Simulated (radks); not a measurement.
Values are calculated unless marked as measured or tabulated.
Removal energies from the technetium ion Tc3+, [Kr] 4d4, by Delta-SCF beside the eigenvalue of the level emptied. Code: a radial shooting solver on a logarithmic mesh with Libxc functionals. Model: scalar-relativistic Kohn-Sham, PBE, spin-polarised, spherical densities, finite nucleus; Fermi nuclear charge, rms radius of each element as measured or else 0.836 A^(1/3) + 0.57 fm. Open shells are filled with parallel spins first.

[
 {"removed from": "4d", "final configuration": "[Kr] 4d3", "Delta-SCF (eV)": "43.279", "-eigenvalue (eV)": "36.457"},
 {"removed from": "4p", "final configuration": "[Ar] 3d10 4s2 4p5 4d4", "Delta-SCF (eV)": "81.113", "-eigenvalue (eV)": "73.393"},
 {"removed from": "4s", "final configuration": "[Ar] 3d10 4s1 4p6 4d4", "Delta-SCF (eV)": "110.02", "-eigenvalue (eV)": "101.82"},
 {"removed from": "3d", "final configuration": "[Ar] 3d9 4s2 4p6 4d4", "Delta-SCF (eV)": "298.59", "-eigenvalue (eV)": "280.24"}
]
